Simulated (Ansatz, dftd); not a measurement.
System: SiCl, charge 0, doublet. SiCl (SMILES Cl[Si], doublet).
B3LYP-D3(BJ)/def2-TZVP minimum from Ansatz (a quantum-chemistry and plane-wave program):
```
Si
Cl 1 2.0838
```
Charge 0, spin multiplicity 2.

Quantity: atomisation energy (electronic, to ground-state atoms), in kJ/mol. Radicals and triplets start from unrestricted determinants; spin-orbit coupling is neglected. Correlated methods leave the cores frozen. Rows without X2C or -DK are non-relativistic. CBS(X,Y): correlation extrapolated as X^-3, Hartree-Fock from the larger set (Q,5: extrapolated as (X+1)exp(-9√X)). A bracket is a step between two methods taken in the basis named. The functionals are non-relativistic, so their misses hold any scalar relativity. Double hybrids freeze cores in their MP2 part. 'core' is core correlation in cc-pwCVTZ (1s frozen past Ne), 'X2C' scalar relativity in cc-pVTZ-DK, both at CCSD(T).

| level | program | atomisation energy (kJ/mol) | difference against the last row |
|---|---|---|---|
| HF/cc-pV(5+d)Z | Ansatz | 298.1 | -132.8 |
| PBE0-D3(BJ)/def2-TZVPD | Ansatz + dftd3 | 433.0 | 2.1 |
| PBE0-D4/def2-TZVPD | Ansatz + dftd4 | 432.9 | 2.0 |
| CAM-B3LYP-D4/def2-TZVPD | Ansatz + dftd4 | 422.6 | -8.3 |
| CAM-B3LYP/def2-TZVPD | Ansatz | 419.3 | -11.6 |
| B2PLYP-D4/def2-TZVPD | Ansatz + dftd4 | 423.1 | -7.8 |
| MP2/cc-pV(T+d)Z | Ansatz | 420.0 | -10.9 |
| CCSD/cc-pV(T+d)Z | Ansatz | 390.5 | -40.4 |
| CCSD/cc-pV(5+d)Z | Ansatz | 409.3 | -21.6 |
| CCSD/CBS(cc-pV(T+d)Z,cc-pV(Q+d)Z) | Ansatz | 413.6 | -17.3 |
| CCSD(T)/cc-pV(T+d)Z | Ansatz | 403.8 | -27.1 |
| CCSDT(Q)/cc-pV(T+d)Z | Ansatz | 404.4 | -26.5 |
| CCSDTQ/cc-pV(D+d)Z | Ansatz | 368.7 | -62.2 |
| CCSD(T)/CBS(cc-pV(Q+d)Z,cc-pV(5+d)Z) + [CCSDT(Q) - CCSD(T)]/cc-pV(Q+d)Z + core + X2C | Ansatz | 431.0 | 0.1 |
| CCSD(T)/CBS(cc-pV(Q+d)Z,cc-pV(5+d)Z) + [CCSDT(Q) - CCSD(T)]/cc-pV(Q+d)Z + [CCSDTQ - CCSDT(Q)]/cc-pV(D+d)Z + core + X2C | Ansatz | 430.9 | 0.0 |
